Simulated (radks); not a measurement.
Problem. The mean radii <r> (bohr) of the occupied orbitals of an atom or ion are listed with their occupations. Calculated with a radial shooting solver on a logarithmic mesh with Libxc functionals: Dirac Kohn-Sham, exchange-only PBE, spin-unpolarised, spherical densities, finite nucleus; Fermi nuclear charge, rms radius of each element as measured or else 0.836 A^(1/3) + 0.57 fm.

orbital  occ.      <r>
1s1/2       2  0.02318
2s1/2       2  0.09825
2p1/2       2  0.08224
2p3/2       4  0.08872
3s1/2       2   0.2557
3p1/2       2   0.2448
3p3/2       4   0.2565
3d3/2       4   0.2270
3d5/2       6   0.2307
4s1/2       1   0.5186

Name the element and its charge. Open shells, if any, fill j = l - 1/2 first.

Solution. Z = 61, promethium, charge +32: Pm32+ in [Ar] 3d10 4s1. The 1s radius gives Z: for a bare nucleus <r> = (2 gamma + 1)/(2Z) with gamma = sqrt(1 - (Z/c)^2), 0.02288 bohr for Z = 61, and screening makes it slightly larger (0.02318 here). The occupations add up to 29, and the charge is Z minus that.
